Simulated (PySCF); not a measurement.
## Potential energy of LiIn along the bond

Set-up: PySCF, scalar-relativistic core potentials, basis sets Li aug-cc-pVDZ, In aug-cc-pVDZ-PP with ECP28. Energies in eV from Li + In in their ground configurations at the same level. State: ¹Σ⁺ (singlet), closed shell.

All columns are PBE0. A positive dipole means Li(−)In(+).

```
R (Å)  E (eV)  μ (D)  Mulliken charge on Li (basis-dependent)  HOMO (eV)  LUMO (eV)  Mayer bond order  ⟨S²⟩
2.590  -0.659  -2.56                                    -0.37      -3.61      -1.89              1.08  0.00
2.710  -0.777  -2.45                                    -0.31      -3.61      -1.83              1.08  0.00
2.830  -0.844  -2.32                                    -0.25      -3.60      -1.79              1.08  0.00
2.921  -0.869  -2.21                                    -0.21      -3.59      -1.76              1.08  0.00
3.011  -0.876  -2.09                                    -0.17      -3.58      -1.75              1.08  0.00
3.101  -0.870  -1.96                                    -0.13      -3.57      -1.73              1.07  0.00
3.222  -0.843  -1.78                                    -0.09      -3.55      -1.72              1.06  0.00
3.372  -0.790  -1.56                                    -0.04      -3.52      -1.72              1.05  0.00
3.553  -0.705  -1.28                                    -0.01      -3.49      -1.72              1.03  0.00
3.794  -0.571  -0.93                                     0.01      -3.44      -1.75              1.02  0.00
```

A fit through these points gives, at Re = 3.009 Å, μ = -2.09 D and dμ/dR = 1.38 D/Å; the reduced mass is 6.612 u.

**Question.** How strong is the fundamental in the double-harmonic approximation, I = 42.26·(dμ/dR)²/μred km/mol?

**Answer.** I = 42.26·(1.38)²/6.612 = 12.2 km/mol at PBE0.

Closed-shell solutions of metal pairs were not tested for spin polarisation, which can lower them a little. These are scalar-relativistic numbers at best; spin–orbit coupling would shift them, the dissociation energy most.
